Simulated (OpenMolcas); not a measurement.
**Cu3+: moving or changing the point charges**

Cu3+ among 4 point charges of -3 e arranged as a square (D4h), 1.72 Å from the ion.
```
   1.7200    0.0000    0.0000  -3.00
   0.0000    1.7200    0.0000  -3.00
  -1.7200    0.0000    0.0000  -3.00
   0.0000   -1.7200    0.0000  -3.00
```

- Program: OpenMolcas 26.06
- Method: CASSCF
- Basis: ANO-RCC-VTZP [6s5p3d2f1g]
- Scalar Hamiltonian: DKH2, point nucleus
- Active space: 8 electrons in 5 orbitals (3d)
- State averaging: 2S+1 = 3 even, 10 roots; 2S+1 = 1 even, 15 roots
- Spin-orbit coupling: RASSI with atomic mean-field integrals over the reference wave functions

Runs around this geometry, states (labels of D4, the rotations of D4h). Energies in cm-1 above the lowest state or level, χT in cm3 K/mol.

| R (Å) | q (e) | Ground state | First state of that spin | First gap with spin-orbit (degeneracies) | χT at 300 K | First state of another spin |
| --- | --- | --- | --- | --- | --- | --- |
| 1.72 | -1.5 | 3E | 3B1 1071 | 32.3 (1, 1) | 3.277 | 1A1 16218 |
| 1.72 | -3 | 3A2 | 3E 1379 | 323.8 (1, 2) | 1.549 | 1A1 10762 |
| 1.85 | -3 | 3E | 3A2 913.3 | 50.0 (1, 1) | 3.065 | 1A1 13012 |

The ground state changes within this set.

Without dynamic correlation the repulsion within the d shell is too large (B by tens of per cent), so at a given field states of lower spin stand too high. Point charges give a weaker field than real ligands, and real ions of this kind are often low spin; the high spin found here belongs to the model. An orbital doublet at a regular site is open to a Jahn-Teller distortion, which this geometry leaves out (holds for R = 1.72, q = -1.5; R = 1.85, q = -3). The ground term spreads over less than 5000 cm-1, several times less than with real ligands, so orbital moments are less quenched and χT lies further from the spin-only value than at real sites (holds for R = 1.72, q = -1.5). This shell can be high or low spin here, a state of another spin lies low, and with metal d orbitals alone active their balance is uncertain, so the ground spin may be wrong (holds for R = 1.72, q = -3; R = 1.85, q = -3). Point charges carry no covalency, so the field is a model and not that of real ligands. No measured value stands beside these numbers.
